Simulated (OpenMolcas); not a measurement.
# Rh3+: effect of the metal basis

Rh3+ with 6 ligands (chloride) in octahedral coordination (Oh) at 2.42 Å. A charge of +0.5 e stands 2.8 Å behind each ligand.

| Item | Value |
| --- | --- |
| Program | OpenMolcas |
| Method | CASSCF |
| Spin-orbit coupling | RASSI with atomic mean-field integrals over the reference wave functions |

Fixed: ligand basis ANO-RCC-VDZP, active space 6 electrons in 5 orbitals (4d), DKH2 Hamiltonian.

States (labels of O, the rotations of Oh). Energies in cm-1 above the lowest state or level, χT in cm3 K/mol; 10Dq and B are least-squares fits to the states below 45000 cm-1, weighted by degeneracy, with a free offset, and given where the rms deviation is under 5 % of |10Dq| (or 100 cm-1) and under 700 cm-1.

```
Run   Metal basis  Ground state  First state of that spin   10Dq  B (rms of fit)  First gap with spin-orbit (degeneracies)  χT at 300 K  First state of another spin                      Cost
  A  ANO-RCC-VDZP           1A1                 1T1 12435  16292       637 (625)                               5288 (1, 2)        0.050                     5T2 6129   roughly 60 core-seconds
  B  ANO-RCC-VTZP           1A1                 1T1 12262                                                      4656 (1, 2)        0.055                     5T2 5184  roughly 110 core-seconds
```

Against A, the first state of the same spin changes by -1.4 % in B.

Costs are those of the RASSCF and RASSI steps.

Without dynamic correlation the repulsion within the d shell is too large (B by tens of per cent), so at a given field states of lower spin stand too high. This shell can be high or low spin here, a state of another spin lies low, and with metal d orbitals alone active their balance is uncertain, so the ground spin may be wrong, although the usual error favours high spin. With metal d orbitals alone the field can be off either way by tens of per cent. Ligand-to-metal charge-transfer states are missing. With no ligand orbital active B as a rule stays too high, so bands that hang on it stand too high and its fall with covalency is understated. The least metal-like active orbital is 69 % on the metal (Löwdin) and no ligand orbital is active, so the numbers are rough, and ground spin, moment and any spin crossover can be artefacts of this space; highly charged d ions in such sites are as a rule low spin (holds for A). The least metal-like active orbital is 71 % on the metal (Löwdin) and no ligand orbital is active, so the numbers are rough (holds for B). No measured value stands beside these numbers; the geometry is a model, was not optimised and need not be the one that this ion takes.
